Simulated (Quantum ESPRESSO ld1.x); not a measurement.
ld1.x (Quantum ESPRESSO 7.5) input

```
 &input
    zed=51.0,
    iswitch=1,
    rel=2,
    dft='PZ',
    config='[Ar] 3d4',
    rel_dist='average',
    verbosity='high',
    lsmall=.true.,
    prefix='ld1',
    max_out_wfc=37,
    file_charge='ld1.rho',
 /
```

Command: `OMP_NUM_THREADS=1 ld1.x < ld1.in > ld1.out`

Output (excerpt):

```
     Program LD1 v.7.5 starts

     --------------------------- All-electron run ----------------------------

     dirac relativistic calculation

     atomic number is 51.00
     dft =PZ   lsd =0 sic =0 latt =0  beta=0.20 tr2=1.0E-14
     Exchange-correlation= PZ
                           (   1   1   0   0   0   0   0)
     mesh =2069 r(mesh) = 100.70288 a.u. xmin = -8.00 dx = 0.00800
     1 Ry =  13.60569312 eV, c = 137.03599908

     n l j   nl                  e(Ry)          e(Ha)          e(eV)
     Spin orbit split results
     1 0 0.5 1S 1( 2.00)   -2318.611020014   -1159.305510007 -31546.3100099
     2 0 0.5 2S 1( 2.00)    -431.638563191    -215.819281596  -5872.7418308
     2 1 0.5 2P 1( 2.00)    -410.662825098    -205.331412549  -5587.3523753
     2 1 1.5 2P 1( 4.00)    -391.998329713    -195.999164856  -5333.4089788
     3 0 0.5 3S 1( 2.00)    -147.215596291     -73.607798145  -2002.9702260
     3 1 0.5 3P 1( 2.00)    -139.092005715     -69.546002858  -1892.4431456
     3 1 1.5 3P 1( 4.00)    -135.024628983     -67.512314492  -1837.1036660
     3 2 1.5 3D 1( 1.60)    -121.768415676     -60.884207838  -1656.7436958
     3 2 2.5 3D 1( 2.40)    -120.856105798     -60.428052899  -1644.3310875
     Averaged results
     1 0     1S 1( 2.00)   -2318.611020014   -1159.305510007 -31546.3100099
     2 0     2S 1( 2.00)    -431.638563191    -215.819281596  -5872.7418308
     2 1     2P 1( 6.00)    -398.219828174    -199.109914087  -5418.0567776
     3 0     3S 1( 2.00)    -147.215596291     -73.607798145  -2002.9702260
     3 1     3P 1( 6.00)    -136.380421227     -68.190210614  -1855.5501592
     3 2     3D 1( 4.00)    -121.221029749     -60.610514875  -1649.2961308

     final scf error:  1.3E-15 reached in  21 iterations

     Etot =  -11851.708189 Ry,   -5925.854094 Ha, -161250.704602 eV

     Ekin =   12560.469681 Ry,    6280.234840 Ha,  170893.895960 eV
     Encl =  -26613.976726 Ry,  -13306.988363 Ha, -362101.600122 eV
     Eh   =    2443.588820 Ry,    1221.794410 Ha,   33246.719608 eV
     Exc  =    -241.789964 Ry,    -120.894982 Ha,   -3289.720049 eV

     normalization and overlap integrals

     s(1S/1S) =  1.000000  <r> =   0.0284  <r2> =    0.0011  r(max) =   0.0184
     LC norm =  0.96490000 + SC norm =  0.03510000 =  1.00000000
     s(2S/2S) =  1.000000  <r> =   0.1216  <r2> =    0.0175  r(max) =   0.1035
     LC norm =  0.99246352 + SC norm =  0.00753648 =  1.00000000
     s(2P/2P) =  1.000000  <r> =   0.1027  <r2> =    0.0129  r(max) =   0.0802
     LC norm =  0.99245534 + SC norm =  0.00754466 =  1.00000000
     s(2P/2P) =  1.000000  <r> =   0.1081  <r2> =    0.0142  r(max) =   0.0841
     LC norm =  0.99280086 + SC norm =  0.00719914 =  1.00000000
     s(3S/3S) =  1.000000  <r> =   0.3107  <r2> =    0.1100  r(max) =   0.2883
     LC norm =  0.99747890 + SC norm =  0.00252110 =  1.00000000
     s(3P/3P) =  1.000000  <r> =   0.2980  <r2> =    0.1027  r(max) =   0.2748
     LC norm =  0.99752514 + SC norm =  0.00247486 =  1.00000000
     s(3P/3P) =  1.000000  <r> =   0.3072  <r2> =    0.1089  r(max) =   0.2837
     LC norm =  0.99761250 + SC norm =  0.00238750 =  1.00000000
     s(3D/3D) =  1.000000  <r> =   0.2716  <r2> =    0.0859  r(max) =   0.2250
     LC norm =  0.99772815 + SC norm =  0.00227185 =  1.00000000
     s(3D/3D) =  1.000000  <r> =   0.2744  <r2> =    0.0876  r(max) =   0.2286
     LC norm =  0.99775323 + SC norm =  0.00224677 =  1.00000000

     LC charge = 21.84227204 + SC charge =  0.15772796 = 22.00000000

     ------------------------ End of All-electron run ------------------------
```

Run on one thread of a shared host, so times are rough (Intel(R) Xeon(R) Processor @ 2.60GHz): 0.48 s of CPU time, 1.1 s wall, 21 iterations on 2069 mesh points.
